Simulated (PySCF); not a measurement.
Static response to an electric field

Species: (F2Al-mu-H)2.
Geometry (PBE0-D3(BJ)/def2-SVP, Å), atoms numbered from 1 in this order:
```xyz
8
Al2F4H2 angstrom
Al    -0.618   -1.019    0.412
F     -0.097   -1.742    1.802
F     -1.922   -1.532   -0.459
H     -0.686    0.697    0.620
Al     0.653    0.999   -0.433
F      0.133    1.718   -1.825
F      1.955    1.512    0.442
H      0.721   -0.719   -0.642
```

Level: CAM-B3LYP/def2-SVPD (PySCF), static field, nuclei fixed, core orbitals frozen in the response. The polarisability tensor in these axes (au):

```
x   43.44  3.95 -1.02
y    3.95 46.76 -2.75
z   -1.02 -2.75 42.33
```

Q: Give the principal values, the mean and the anisotropy Δα = √{½[(α1 − α2)² + (α2 − α3)² + (α1 − α3)²]}.

A: Principal values 40.38, 41.75 and 50.40 au; mean 44.18 au = 6.55 Å³ = 7.28 × 10⁻⁴⁰ C²·m²/J; Δα = 9.41 au (21 % of the mean).

Q: What is the dipole moment?

A: 0.02 D; point group D2h allows none, and the residue is numerical.

Q: Molar refractivity from α?

A: Lorentz–Lorenz: R = (4π/3)N_A α = 2.5225 cm³/(mol·Å³) × 6.55 Å³ = 16.5 cm³/mol, in the limit of long wavelengths.

Q: Traceless (Buckingham) quadrupole moment about the centre of nuclear charge: eigenvalues?

A: -9.55, -6.16, 15.71 D·Å. The electronic extent ⟨r²⟩ about the same centre is 1079 bohr², a root-mean-square distance of 2.17 Å for the 64 electrons.

Q: Form Σ f/ω² (atomic units) for the 15 lowest TDDFT singlets, given as eV and f, and set it beside the mean polarisability, which is this sum over all singlets: 7.61, 0.0000; 8.41, 0.0000; 8.83, 0.0639; 9.09, 0.0131; 9.21, 0.0000; 9.27, 0.1559; 9.28, 0.0000; 9.30, 0.0000; 9.60, 0.0000; 9.82, 0.3791; 9.91, 0.2812; 10.15, 0.0000; 10.25, 0.0094; 10.41, 0.0104; 10.49, 0.1331.

A: They add up to 8.13 au, 18.4 % of the 44.18 au; the largest single term is 2.91 au, from the state at 9.82 eV. Terms in order: 0.00, 0.00, 0.61, 0.12, 0.00, 1.34, 0.00, 0.00, 0.00, 2.91, 2.12, 0.00, 0.07, 0.07, 0.90 au. Higher excitations give the rest. The strengths listed sum to 1.046.

Q: Refractivity n − 1 of an ideal gas of it at 400 K and 1 atm, from the electronic α?

A: N = p/kT = 1.8347 × 10¹⁹ cm⁻³, so n − 1 = 2π × N × 6.55 × 10⁻²⁴ cm³ = 755 × 10⁻⁶ at long wavelengths, for an ideal gas.

Isolated species at its PBE0-D3(BJ)/def2-SVP geometry, gas phase.
